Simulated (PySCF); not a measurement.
A geometry optimisation on Mo(OH)4, `[OH][Mo]([OH])([OH])[OH]` [triplet].

Computed with PBE0-D3(BJ)/def2-SVP geometry optimisation, gas phase, def2 core potentials past Kr (PySCF 2.14.0). Start geometry: GFN2-xTB. The input is one job of a driver script: a line of settings, then coordinates in Å.

Input:
```
{"job": {"xc": "PBE0", "basis": "def2-SVP", "d3": "d3bj", "grid": 1, "maxiter": 30, "shake": 0.03, "kind": "geom"}, "charge": 0, "multiplicity": 3}
Mo     0.057790    -0.068740     0.012890
O      0.317460     1.382800     1.300250
H     -0.137920     1.636000     2.111410
O      1.553030    -0.784960     0.477690
H      2.263230    -1.201290     0.778570
O     -1.474260     0.814040    -0.497600
H     -2.255180     1.161720    -0.827830
O     -0.296730    -1.366670    -1.327300
H      0.105320    -1.642330    -2.053730
```

Q: Give the output.

A: 
```
step   0  E = -370.96525301  max force = 0.101855
step   1  E = -370.99445280  max force = 0.018831
step   2  E = -370.99232985  max force = 0.013405
step   3  E = -370.99629609  max force = 0.006886
step   4  E = -370.99723976  max force = 0.003164
step   5  E = -370.99778074  max force = 0.003312
step   6  E = -370.99915581  max force = 0.006240
step   7  E = -371.00045718  max force = 0.008264
step   8  E = -370.99749648  max force = 0.018553
step   9  E = -371.00540338  max force = 0.010599
... (8 lines left out)
step  18  E = -371.04236217  max force = 0.001904
step  19  E = -371.04247523  max force = 0.001301
step  20  E = -371.04262654  max force = 0.002511
step  21  E = -371.04271278  max force = 0.001863
step  22  E = -371.04280216  max force = 0.000855
step  23  E = -371.04286396  max force = 0.001285
step  24  E = -371.04291177  max force = 0.001692
step  25  E = -371.04294084  max force = 0.001159
step  26  E = -371.04295053  max force = 0.000479
step  27  E = -371.04295596  max force = 0.000410
optimisation converged
```

Energies in Eh; «max force» is the largest Cartesian gradient component in Eh/bohr.

Q: How much energy does the optimisation release, in eV?

A: E(step 0) − E(last step) = 0.077703 Eh, which is 2.114 eV.

Q: At which steps does the energy rise by more than 1e-5 Eh?

A: At steps 2 (+2.12 mEh) and 8 (+2.96 mEh).

In short: final energy -371.04296 Eh after 27 steps; dipole 1.07 D.

Q: Where do the atoms end?

A: 1.206 Å rms from the input after alignment:
```
atom  x, y, z in Å
Mo1    0.3766    0.0156    0.0006
O2     0.7325    1.8440    0.2707
H3    -0.0051    2.3851    0.5888
O4     1.2329   -1.1359    1.2052
H5     0.7997   -1.5891    1.9389
O6    -1.4945    0.1621    0.3708
H7    -2.0344   -0.2684   -0.3077
O8    -0.0784   -0.6804   -1.7103
H9     0.6035   -0.8024   -2.3826
```

The run took 4.4 min on an Arm Neoverse V1 with one thread, on a shared host, and the process peaked at 0.46 GiB of memory.
Labels such as C1 count atoms from 1, the log's own numbers from 0.
